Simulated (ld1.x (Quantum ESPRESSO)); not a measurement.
Scattering properties, TM potential for S

* Element: sulfur
* Generator: ld1.x (Quantum ESPRESSO) 7.5
* Type: norm-conserving Troullier–Martins (Kleinman–Bylander form)
* Functional: PW91
* Relativity: non-relativistic
* Frozen core: [He]
* Valence charge: 14
* Reference configuration: 2s2 2p6 3s1.75 3p4.25
* Partial waves: 2p (bound): rc 0.80 bohr; 2s (bound): rc 0.75 bohr
* Local potential: the s channel
* Core correction: none

Occupied shells without a wave of their own: 3p, 3s. They enter only through the test configuration that unscreens the potential.

The phase is arctan(r·u′/u) with u = r·R(r), unwrapped; energies in Ry, scanned from -17 to 5 Ry. A pole is an energy at which the radial function vanishes at the test radius. The pseudo phase is shifted by a multiple of π to meet the all-electron one at the reference energy, and phase errors are pseudo minus all-electron; the curves can meet again beyond the range given. Levels narrower than the energy grid can be missing from the lists of poles.

Problem. For each channel, where are the poles, and over which energies does the pseudopotential scatter like the atom?

Solution.

| channel | radius (bohr) | reference energy (Ry) | poles, all-electron | poles, pseudo | unbroken range about the reference energy with phases within 0.05 rad | phase error 1 Ry above the reference energy (rad) |
| --- | --- | --- | --- | --- | --- | --- |
| s | 0.90 | -15.50 | -13.59 | -13.61 | below -0.2 | -0.001 |
| p | 0.90 | -11.54 | -10.00 | -10.01 | the whole range | -0.000 |

The potential misses its own reference levels by up to 1.0 eV, so it is not fit for use.

Phases in the s channel:

```tsv
E (Ry)	all-electron	pseudo
-17.00	0.017	0.008
-16.04	-0.951	-0.952
-15.08	-1.353	-1.353
-14.12	-1.517	-1.518
-13.16	-1.604	-1.606
-12.20	-1.660	-1.663
-11.24	-1.701	-1.705
-10.28	-1.733	-1.738
-9.32	-1.760	-1.766
-8.36	-1.785	-1.792
-7.40	-1.808	-1.817
-6.44	-1.831	-1.842
-5.48	-1.854	-1.868
-4.52	-1.878	-1.895
-3.56	-1.904	-1.925
-2.60	-1.932	-1.959
-1.64	-1.963	-1.997
-0.68	-1.999	-2.043
0.28	-2.040	-2.098
1.24	-2.089	-2.165
2.20	-2.148	-2.251
3.16	-2.221	-2.363
4.12	-2.312	-2.511
```
